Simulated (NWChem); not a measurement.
System: C₂H₆N, doublet; SMILES CC[NH]

```xyz
9

C      0.2441    -1.1990     0.0000
C     -0.4860     0.1306     0.0000
N      0.4073     1.2459     0.0000
H     -0.4604    -2.0443     0.0000
H      0.8885    -1.2846     0.8876
H      0.8885    -1.2846    -0.8876
H     -1.1723     0.1929    -0.8740
H     -1.1723     0.1929     0.8740
H     -0.1790     2.0928     0.0000
```
Atoms are numbered in this order, from 1.

All runs: NWChem. Pople sets run with spherical d functions. Spin-unrestricted. In the optimisation the excess spin sits in a" (Cs, its own frame). All runs use the structure optimised with PBE0/def2-SVP, spin-unrestricted. No stability test was run on the SCF state. Level: PBE/6-31G* with SMD (1 M gas to 1 M solution), gas-phase geometry. Reactions with the solvent are ignored.

Predict the results for solvent ethyl acetate. Quantities: solvation free energy (kcal/mol); cavity-dispersion-structure term (kcal/mol); dipole in solution (D).


```yaml
solvation free energy (kcal/mol): -3.6
cavity-dispersion-structure term (kcal/mol): 0.4
dipole in solution (D): 2.34
```
